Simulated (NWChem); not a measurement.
System: ZnCl cation; SMILES [Zn+][Cl]

```xyz
2

Zn     0.0000     0.0000    -0.7487
Cl     0.0000     0.0000     1.3212
```
Atoms are numbered in this order, from 1.

Computed with NWChem. Medium grid unless said otherwise, to which SCAN and Minnesota functionals are sensitive. Structure relaxed at the PBE0/def2-SVP level. Total energies of different functionals are on different scales.

```csv
level,energy (Ha),highest occupied level (eV),orbital gap (eV)
B3LYP/def2-SVP,-2238.9456,-14.57,3.21
LC-BLYP (range parameter 0.33 per bohr)/def2-SVP,-2238.3747,-17.09,7.83
M05-2X/def2-SVP,-2238.8083,-16.13,6.16
TPSS/def2-SVP,-2238.9174,-13.59,1.95
r2SCAN0/def2-SVP,-2238.8068,-14.93,4.20
M06/def2-SVP,-2238.8214,-14.68,3.85
```
